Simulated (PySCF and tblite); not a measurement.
The numbers below are computed, except where a source is named.
C5H7FO2, numbered as in [O:1]=[C:2]1[O:3][CH2:4][CH2:5][CH2:6][C@@H:7]1[F:8].

Conformers came from 60 starts (ETKDG and KDG, MMFF94s, GFN2-xTB); geometries are GFN2-xTB. Energies: PBE0-D3(BJ)/pcSseg-1, with GFN2-xTB thermal terms (modes under about 100 cm⁻¹ blended into free rotors). Symmetry numbers and mirror images are counted. Conformers within 3 kcal/mol (GFN2-xTB free energy) were kept, 10 at most. GIAO shieldings: PBE0/pcSseg-1. Shifts are against TMS (¹H), TMS (¹³C), CFCl3 (¹⁹F) at the same level; of two unlike H on one atom, a is the less shielded. (PySCF 2.14, tblite 0.8.)

**Question.** What shifts does this protocol give at 298.15 K under fast conformational exchange?

**Answer.** ¹H: 5.06 (H7, 1H), 4.62 (H4a, 1H), 4.43 (H4b, 1H), 2.23 (H6a, 1H), 2.10 (H6b, 1H), 1.88 (H5a, 1H), 1.70 (H5b, 1H) ppm. ¹³C: 168.8 (C2), 90.4 (C7), 69.8 (C4), 31.9 (C6), 24.3 (C5) ppm. ¹⁹F: -209.1 (F8) ppm.

**Question.** How do the conformers differ?

**Answer.** The 6-ring runs over atoms 2–3–4–5–6–7.
| conformer | shape | weight % |
| --- | --- | --- |
| 1 | 6-ring between boat and twist-boat (ring torsions -49, 63, -21, -31, 51, -8°) | 39.2 |
| 2 | 6-ring flattened chair (ring torsions -30, 54, -62, 48, -24, 14°) | 31.4 |
| 3 | 6-ring half-chair (ring torsions 26, -53, 63, -47, 20, -9°) | 29.4 |

| signal | 1 | 2 | 3 | average |
| --- | --- | --- | --- | --- |
| H4a | 4.75 | 4.36 | 4.72 | 4.62 |
| H4b | 4.38 | 4.55 | 4.37 | 4.43 |
| H5a | 1.72 | 1.68 | 2.31 | 1.88 |
| H5b | 1.82 | 1.81 | 1.41 | 1.70 |
| H6a | 2.34 | 1.94 | 2.39 | 2.23 |
| H6b | 2.16 | 2.45 | 1.64 | 2.10 |
| H7 | 5.12 | 4.98 | 5.07 | 5.06 |
| C2 | 170.1 | 169.2 | 166.7 | 168.8 |
| C4 | 67.3 | 71.3 | 71.7 | 69.8 |
| C5 | 25.5 | 25.7 | 21.3 | 24.3 |
| C6 | 30.7 | 32.5 | 32.7 | 31.9 |
| C7 | 92.4 | 88.8 | 89.4 | 90.4 |
| F8 | -203.4 | -213.8 | -211.6 | -209.1 |

Unscaled ¹⁹F shifts at such levels can be off by tens of ppm; differences between conformers or isomers are more reliable. Shifts are unscaled: against experiment ¹³C can be off by 15 ppm or more and ¹H by 0.8 ppm.


Conformer gaps in pcSseg-1 on xTB geometries can be 2 kcal/mol off for S=O, P=O and other polar bonds.